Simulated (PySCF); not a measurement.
## Deuteron quadrupole couplings in `C=C[C@@H]1C[C@@H](CF)O1`

Species: C₆H₉FO.
Atom-mapped SMILES: `[CH2:1]=[CH:2][C@@H:3]1[CH2:4][C@@H:5]([CH2:6][F:7])[O:8]1` (hydrogens: H9, H10 on C1; H11 on C2; H12 on C3; H13, H14 on C4; H15 on C5; H16, H17 on C6)

Structure used (GFN2-xTB), in Å, numbered top down from 1:
```xyz
17
C6H9FO angstrom
C     -3.102    0.231   -0.099
C     -1.938   -0.389   -0.130
C     -0.638    0.252    0.222
C      0.375    0.355   -0.936
C      1.234   -0.590   -0.091
C      2.560   -0.030    0.411
F      3.455    0.051   -0.627
O      0.251   -0.626    0.943
H     -3.189    1.261    0.208
H     -4.015   -0.262   -0.384
H     -1.862   -1.424   -0.433
H     -0.798    1.184    0.775
H      0.801    1.343   -1.093
H      0.028   -0.054   -1.880
H      1.401   -1.582   -0.528
H      2.436    0.980    0.814
H      2.995   -0.687    1.170
```

Level: PBE0/pcSseg-1 (PySCF, non-relativistic); Q(2H) = 0.00286 b; rigid geometry, the same for H and D, with no vibrational averaging.

Problem. Rank these positions by the coupling χzz of a deuteron there, largest first.
A. H14 (methylene hydrogen)
B. H11 (vinylic hydrogen)
C. H12 (methine hydrogen)
D. H9 (vinylic hydrogen)

Solution. D (225 kHz), B (218 kHz), A (211 kHz), C (195 kHz).

Problem. What are Vzz, η and χzz (234.96 MHz × Q × Vzz) at all hydrogens?

Solution. 
```json
{"atom": "H9", "bonded to": "C1", "bond length (Å)": "1.078", "Vzz (au)": "0.3351", "η": "0.05", "χzz (kHz)": "225"}
{"atom": "H10", "bonded to": "C1", "bond length (Å)": "1.076", "Vzz (au)": "0.3382", "η": "0.05", "χzz (kHz)": "227"}
{"atom": "H11", "bonded to": "C2", "bond length (Å)": "1.081", "Vzz (au)": "0.3247", "η": "0.06", "χzz (kHz)": "218"}
{"atom": "H12", "bonded to": "C3", "bond length (Å)": "1.095", "Vzz (au)": "0.2904", "η": "0.04", "χzz (kHz)": "195"}
{"atom": "H13", "bonded to": "C4", "bond length (Å)": "1.086", "Vzz (au)": "0.3143", "η": "0.01", "χzz (kHz)": "211"}
{"atom": "H14", "bonded to": "C4", "bond length (Å)": "1.086", "Vzz (au)": "0.3136", "η": "0.01", "χzz (kHz)": "211"}
{"atom": "H15", "bonded to": "C5", "bond length (Å)": "1.097", "Vzz (au)": "0.2865", "η": "0.03", "χzz (kHz)": "192"}
{"atom": "H16", "bonded to": "C6", "bond length (Å)": "1.094", "Vzz (au)": "0.2885", "η": "0.06", "χzz (kHz)": "194"}
{"atom": "H17", "bonded to": "C6", "bond length (Å)": "1.094", "Vzz (au)": "0.2889", "η": "0.06", "χzz (kHz)": "194"}
```

Problem. How does χzz go with the bond length over the 9 C–H bonds?

Solution. A straight-line fit has a slope of -17.6 kHz for each 0.01 Å, with a correlation coefficient of -1.00, over lengths from 1.076 to 1.097 Å. The longer bonds have the smaller couplings here.

One conformer (not necessarily the lowest) at the GFN2-xTB geometry, without solvent, vibrations or thermal averaging. GFN2-xTB bond lengths can be off by several hundredths of an ångström, more for odd bonds, and the gradients follow them. With so small a basis the couplings can be 20 % off.

The run behind these numbers computed NMR shieldings as well. On Arm Neoverse N1, one thread, no GPU, on a shared host, this took 44 s wall.
